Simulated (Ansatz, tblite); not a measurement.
Cost and result up the ladder for tetramethylammonium triiodophenyl difluorosulfonate ester, `C[N+](C)(C)C.O=C(Oc1c(I)cc(I)cc1I)C(F)(F)S(=O)(=O)[O-]` (38 atoms). The state is a singlet with charge 0. Geometry: PBE-D4/def2-SVP.

Ansatz on 2 threads of AMD EPYC 7R13 on a shared host and a share (18 GiB) of an NVIDIA H100 80GB HBM3; xTB runs through tblite on one thread. Times are rough, summed over both states, and most runs start from the orbitals of an earlier one. PBE0-D4/def2-TZVP serves as the yardstick here, not as an exact answer. The other state is a doublet.

In the def2 sets I takes a core potential; there is no spin–orbit coupling. The xTB rows come from tblite. B3LYP takes the VWN-RPA correlation. Single mean-field runs in def2-TZVP are fitted with def2-universal-jkfit.

Run but left out: PBE-D4/def2-TZVP (charge +1 doublet: an occupied level 0.06 eV above an empty one).

Raw xTB energies of ions are shifted by several eV.

| level | functions | wall time | vertical IE (eV) | difference from PBE0-D4/def2-TZVP (eV) |
| --- | --- | --- | --- | --- |
| GFN2-xTB | 130 | 0.35 s | 12.94 | 4.87 |
| GFN1-xTB | 144 | 0.38 s | 13.20 | 5.13 |
| B3LYP-D4/def2-TZVP | 891 | 59 s | 7.98 | -0.09 |
| PBE0-D4/def2-TZVP | 891 | 69 s | 8.07 | 0.00 |
